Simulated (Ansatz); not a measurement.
# HBr ··· SbH₃

The pair of HBr (SMILES Br, atoms 1–2) and SbH₃ (SMILES [SbH3], atoms 3–6), both closed shells, in one local arrangement (a lower one may exist), relaxed at PBE0-D4/def2-TZVP:

```csv
atom,x (Å),y (Å),z (Å)
Br1,-0.5381,0.8335,-2.6584
H2,0.6917,0.1701,-2.3998
Sb3,-0.6991,0.0416,1.2489
H4,0.7313,0.8775,0.8339
H5,-0.2261,-1.3156,0.3265
H6,0.0403,-0.6070,2.6489
```

Ansatz 0.2.0; basis: def2-TZVPPD, with def2-QZVPPD for the basis limit; cores frozen in the correlated methods. Filled d shells of the heavier atoms are correlated. Core potentials replace the inner electrons of the atoms past krypton. The def2 sets are not built for correlating such inner shells, so the correlated values are less sure here. Extrapolation: Hartree–Fock as exp(−7.88 √X), correlation as X^−2.97. Interaction energies count from these two fragments, frozen as in the pair, with the counterpoise correction; negative means bound.

Task: What is the interaction energy by CCSD(T) at an estimated basis limit (MP2 extrapolated from triple and quadruple zeta, plus CCSD(T) − MP2 in triple zeta)? (To be estimated.)

Result: The calculation gives: -1.37 kcal/mol. Hartree–Fock alone gives 0.54 kcal/mol at the basis limit, so without correlation the pair would not bind at this distance. Plain CCSD(T) in triple zeta gives -0.93 kcal/mol; the step to the limit is large here, so the limit is uncertain. It counts from the two fragments frozen as in the pair.

Task: Which atoms make the shortest contact between the fragments?

Result: H2 and H5, 3.24 Å apart.

Basis-set superposition shift (counterpoise-corrected less uncorrected): CCSD(T) 0.55; MP2 0.55; HF 0.05; PBE0-D4 0.05; wB97M-V 0.05 kcal/mol.

No T1 diagnostic of these runs exceeds 0.015.

For scale, one of the runs: CCSD(T)/def2-TZVPPD, 181 basis functions, launched by `ansatz run in.yaml --threads 4 --pin off --events-out ev --progress --plain --max-ram 9574MiB`. The run took 63 s on 4 CPU threads of an Arm Neoverse V1 (shared host), with 2 GiB of host memory at its peak.
